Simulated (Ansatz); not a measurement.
The lowest singlet and triplet of C3H2 (SMILES [CH]C#C); geometries from B3LYP-D3(BJ)/def2-TZVP, each state relaxed from the structure named, with no frequency check, low spin by broken symmetry.
Singlet at the triplet's geometry (charge 0, multiplicity 1):
```xyz
5

C     -1.2298    -0.2660    -0.1449
C     -0.0006     0.0065    -0.0059
C      1.2321     0.2410     0.1673
H     -2.2352    -0.4781    -0.4148
H      2.2250     0.5884     0.3159
```

```
level                                     gap E(singlet) − E(triplet), vertical, at the triplet's geometry (kcal/mol)  cost
----------------------------------------  ---------------------------------------------------------------------------  ----
R-HF/cc-pVDZ                                                                                                    51.97     -
R-HF/cc-pVTZ                                                                                                    51.00     -
R-HF/cc-pVQZ                                                                                                    50.74     -
R-SVWN5/def2-TZVPP                                                                                              23.72  ×0.4
U-SVWN5/def2-TZVPP (spin-contaminated)                                                                           8.91  ×0.8
R-PBE/def2-TZVPP                                                                                                26.52    ×1
U-PBE/def2-TZVPP (spin-contaminated)                                                                             7.61    ×2
R-r2SCAN/def2-TZVPP                                                                                             32.99    ×3
U-r2SCAN/def2-TZVPP (spin-contaminated)                                                                          7.26    ×7
R-B3LYP/def2-TZVPP                                                                                              25.79    ×1
U-B3LYP/def2-TZVPP (spin-contaminated)                                                                           7.93    ×4
R-BHLYP/def2-TZVPP                                                                                              30.08  ×0.7
U-BHLYP/def2-TZVPP (spin-contaminated)                                                                           9.85    ×1
U-wB97X-V/def2-TZVPP (spin-contaminated)                                                                         9.04    ×3
R-wB97M-V/def2-TZVPP                                                                                            24.77    ×1
U-wB97M-V/def2-TZVPP (spin-contaminated)                                                                        12.09    ×3
R-B2PLYP/def2-TZVPP                                                                                             23.85    ×1
U-B2PLYP/def2-TZVPP (spin-contaminated)                                                                          7.67    ×2
R-MP2/cc-pVDZ                                                                                                   19.96     -
R-MP2/cc-pVTZ                                                                                                   15.88     -
R-MP2/cc-pVQZ                                                                                                   14.25     -
R-SCS-MP2/cc-pVDZ                                                                                               16.66     -
R-SCS-MP2/cc-pVTZ                                                                                               11.36     -
R-SCS-MP2/cc-pVQZ                                                                                                9.37     -
R-CCSD/cc-pVDZ                                                                                                  31.75     -
R-CCSD/cc-pVTZ                                                                                                  29.39     -
R-CCSD/cc-pVQZ                                                                                                  28.63     -
R-CCSD(T)/cc-pVTZ                                                                                               25.79    ×2
R-CCSD(T)/cc-pVQZ                                                                                               25.01  ×60*
R-CCSDT/cc-pVDZ                                                                                                 24.93     -
R-CCSDT(Q)/cc-pVDZ                                                                                              22.13   ×10
SA-CASSCF(6,6)/cc-pVDZ                                                                                          23.74     -
SA-CASSCF(6,6)/cc-pVTZ                                                                                          22.96     -
SA-CASSCF(6,6)/cc-pVQZ                                                                                          22.80     -
SC-NEVPT2 on SA-CASSCF(6,6)/cc-pVDZ                                                                             22.18     -
SC-NEVPT2 on SA-CASSCF(6,6)/cc-pVTZ                                                                             19.89     -
SC-NEVPT2 on SA-CASSCF(6,6)/cc-pVQZ                                                                             19.10     -
FIC-NEVPT4(SD) on SA-CASSCF(6,6)/cc-pVDZ                                                                        23.08     -
FIC-MRCISD+Q on SA-CASSCF(6,6)/cc-pVDZ                                                                          22.91     -
FIC-MRCISD+Q on SA-CASSCF(6,6)/cc-pVTZ                                                                          20.35     -
```

The rows run from 7.26 (U-r2SCAN/def2-TZVPP (spin-contaminated)) to 51.97 kcal/mol (R-HF/cc-pVDZ). In cc-pVQZ the value moves R-HF 50.74, R-MP2 14.25, R-CCSD 28.63, R-CCSD(T) 25.01, a shift of -25.73 from R-HF to R-CCSD(T). From cc-pVTZ to cc-pVQZ R-CCSD(T) changes by -0.78. The 7 R-functionals in def2-TZVPP without D3 or D4 span 9.28, from R-SVWN5 to R-r2SCAN.

A positive gap puts the triplet lower; no zero-point energy. R- takes a restricted singlet, here one determinant of a half-filled degenerate or near-degenerate pair, which mixes singlet states. U- takes an unrestricted singlet (broken symmetry where lower, unprojected). The triplet is unrestricted in single-reference levels. Active spaces average the two states.

Correlated levels freeze the cores.

Doubts at one or more of the structures used: a restricted determinant that unrestricted orbitals would lower (R-HF/cc-pVDZ, R-HF/cc-pVTZ, R-HF/cc-pVQZ, R-SVWN5/def2-TZVPP, R-PBE/def2-TZVPP, R-r2SCAN/def2-TZVPP, R-B3LYP/def2-TZVPP, R-BHLYP/def2-TZVPP, R-wB97M-V/def2-TZVPP, R-B2PLYP/def2-TZVPP, R-MP2/cc-pVDZ, R-MP2/cc-pVTZ, R-MP2/cc-pVQZ, R-SCS-MP2/cc-pVDZ, R-SCS-MP2/cc-pVTZ, R-SCS-MP2/cc-pVQZ, R-CCSD/cc-pVDZ, R-CCSD/cc-pVTZ, R-CCSD/cc-pVQZ, R-CCSD(T)/cc-pVTZ, R-CCSD(T)/cc-pVQZ, R-CCSDT/cc-pVDZ, R-CCSDT(Q)/cc-pVDZ); a spin-contaminated determinant (R-HF/cc-pVDZ, R-HF/cc-pVTZ, R-HF/cc-pVQZ, R-MP2/cc-pVDZ, R-MP2/cc-pVTZ, R-MP2/cc-pVQZ, R-SCS-MP2/cc-pVDZ, R-SCS-MP2/cc-pVTZ, R-SCS-MP2/cc-pVQZ, R-CCSD/cc-pVDZ, R-CCSD/cc-pVTZ, R-CCSD/cc-pVQZ, R-CCSD(T)/cc-pVTZ, R-CCSD(T)/cc-pVQZ, R-CCSDT/cc-pVDZ, R-CCSDT(Q)/cc-pVDZ); other coupled-cluster roots lie near (R-CCSDT/cc-pVDZ, R-CCSDT(Q)/cc-pVDZ).

Run with Ansatz (Gaussian basis) for Hartree–Fock, density functionals and correlated methods. 

Costs are rough ratios of core time to R-PBE/def2-TZVPP (about 14 s over the structures, on one shared machine); a dash marks a level with no comparable run of its own. A star marks coupled-cluster runs past 200 virtual orbitals, where the program's memory plan changes under this machine's limit, so their costs aren't comparable with smaller runs.

Ansatz is a first-principles code.
